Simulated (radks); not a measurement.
The table gives one normalised radial function P(r) = r R(r) (large component) of Mg+ in [Ne] 3s1 (r in bohr). All-electron calculation, Dirac Kohn-Sham, PBE, spin-unpolarised, spherical densities, finite nucleus; Fermi nuclear charge, rms radius 3.057 fm. Program: a radial shooting solver on a logarithmic mesh with Libxc functionals.

| r | P |
|---|---|
| 0.01006 | 0.0011 |
| 0.01299 | 0.0018 |
| 0.01678 | 0.0030 |
| 0.0215 | 0.0048 |
| 0.02778 | 0.0076 |
| 0.0356 | 0.0120 |
| 0.04598 | 0.0188 |
| 0.05892 | 0.0287 |
| 0.07612 | 0.0434 |
| 0.09754 | 0.0633 |
| 0.126 | 0.0903 |
| 0.1628 | 0.1237 |
| 0.2086 | 0.1597 |
| 0.2694 | 0.1952 |
| 0.3452 | 0.2191 |
| 0.446 | 0.2206 |
| 0.5715 | 0.1881 |
| 0.7382 | 0.1119 |
| 0.946 | -0.0033 |
| 1.222 | -0.1554 |
| 1.579 | -0.3206 |
| 2.023 | -0.4635 |
| 2.613 | -0.5559 |
| 3.348 | -0.5496 |
| 4.325 | -0.4416 |
| 5.543 | -0.2840 |
| 7.16 | -0.1326 |
| 9.175 | -0.0442 |
| 11.85 | -0.0091 |

Which n and l does it have? It may be an empty orbital.

Answer. n = 3, l = 1: the number of nodes gives n - l - 1 = 1, the rise at small r points to l (this Dirac orbital starts outside the nucleus as r^gamma with gamma = sqrt((l + 1)^2 - (Z/c)^2) = 2.00; the j = 3/2 orbital of l + 1 starts with the same power, but with a smaller coefficient, and then steepens), and the extent must fit the shell. The curve is that of 3p3/2; the two j differ most near the nucleus, where j = l - 1/2 has the larger amplitude, and in heavy atoms j = l - 1/2 is also the more compact. 3p3/2 (empty): eigenvalue -7.043 eV, 1 radial node at r = 0.940 bohr, <r> = 3.51 bohr, 90 % of the charge inside 5.37 bohr.
